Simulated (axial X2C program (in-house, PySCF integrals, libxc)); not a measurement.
## Testing model relations on CrI

A bond curve at the CCSD level, two-component, was computed with an in-house relativistic program for diatomic molecules (basis I dyall-cv3z [11s12p8d4f1g], Cr dyall-cv3z [9s10p6d3f2g] (cores contracted in-house)) for the state Ω = 5/2 (⟨Sz⟩ = 2.50, ⟨Lz⟩ = 0.00 at HF). Its fit gives Re = 2.5780 Å, ωe = 241.1 cm⁻¹, ωexe = 0.735 cm⁻¹ and αe = 2.685e-04 cm⁻¹; the masses are 126.9045 and 51.9405 u. Two-component means X2C with spin–orbit coupling and atomic mean-field Coulomb and Gaunt terms.

Correlated methods: 13 electrons correlated (number of frozen shells: I 4 s, 3 p, 2 d; Cr 3 s, 2 p), 311 virtual spin orbitals or spinors in MP2, 90 natural virtuals in coupled cluster.

Problem. Find the reduced mass, Be and the force constant.

Solution. From the CCSD values: μ = 36.8558 u. Be = 16.8576/(μ Re²) = 0.06882 cm⁻¹. k = 5.8918×10⁻⁷ μ ωe² = 1.26 mdyn/Å.

Problem. Estimate the centrifugal constant by the Kratzer relation.

Solution. D = 4Be³/ωe² = 2.24e-08 cm⁻¹.

Problem. Estimate De from a Morse curve and compare with the computed well depth of 2.482 eV to I + Cr.

Solution. De(Morse) = ωe²/(4ωexe) = 2.451 eV against 2.482 eV computed, a ratio of 0.99. For De the Morse form works well here.

Problem. A Morse curve ties αe to the other constants (Pekeris). How well does that hold?

Solution. αe(Morse) = 6Be²/ωe × (√(ωexe/Be) − 1) = 2.673e-04 cm⁻¹; the CCSD curve gives 2.685e-04 cm⁻¹, a ratio of 1.00.

Problem. Where do the fundamental and the first overtone lie?

Solution. ν(1←0) = ωe − 2ωexe = 239.6 cm⁻¹; ν(2←0) = 2ωe − 6ωexe = 477.8 cm⁻¹.

The state is one determinant whose occupation by symmetry is held fixed; it was picked as the lowest of a PBE0 search that is not exhaustive. Dissociation energies refer to the lowest single-determinant-based atoms at the same level and basis. CCSD ran in a truncated set of natural virtual spinors with an MP2 remainder; without triples it tends to underbind. With several unpaired electrons one determinant need not be a pure state. This is the top spin component of a Σ state; components of lower Ω are not single determinants and can lie lower.
